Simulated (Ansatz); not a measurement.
BH7OSSi2, relaxed with RKS PBE0-D4/def2-TZVP in the Gaussian-basis code of Ansatz from a PBE-D4/def2-SVP geometry. The force threshold is 0.005 eV/Å; the program also tests the step.

The species carries charge 0 and has multiplicity 1. The bonds changed during the relaxation, so this is another structure than the one it started from.

Start:

```xyz
12

B    -0.552   -0.073   -1.495
Si   -0.725   -0.851    0.351
O     0.579   -1.914    0.642
Si    0.137    1.268    0.988
S     1.129    1.006   -1.061
H    -0.328   -0.778   -2.466
H    -1.377    0.818   -1.675
H    -1.965   -1.358    1.053
H     0.666   -2.206    1.566
H     1.226    1.624    1.974
H    -0.687    2.505    0.744
H     1.897   -0.040   -0.620
```

Q: How much energy does the relaxation release, and in how many steps? (Estimate.)

A: The calculation gave: 0.08 eV, in 10 steps, 1 of them rejected.

Q: Which bonds change most? (An estimate is asked.)

A: Ansatz gave: Si4–S5 from 2.291 to 2.244 Å; Si2–O3 from 1.707 to 1.664 Å; S5–H12 from 1.370 to 1.348 Å; B1–S5 from 2.044 to 2.023 Å.

Q: Give the relaxed structure. (Best estimate.)

A: Ansatz gave: 
```xyz
12

B    -0.517   -0.098   -1.476
Si   -0.677   -0.853    0.377
O     0.492   -1.991    0.701
Si    0.182    1.262    0.964
S     1.069    1.097   -1.091
H    -0.260   -0.782   -2.428
H    -1.382    0.726   -1.658
H    -1.958   -1.257    1.030
H     0.528   -2.342    1.592
H     1.269    1.639    1.913
H    -0.711    2.439    0.799
H     1.963    0.159   -0.722
```
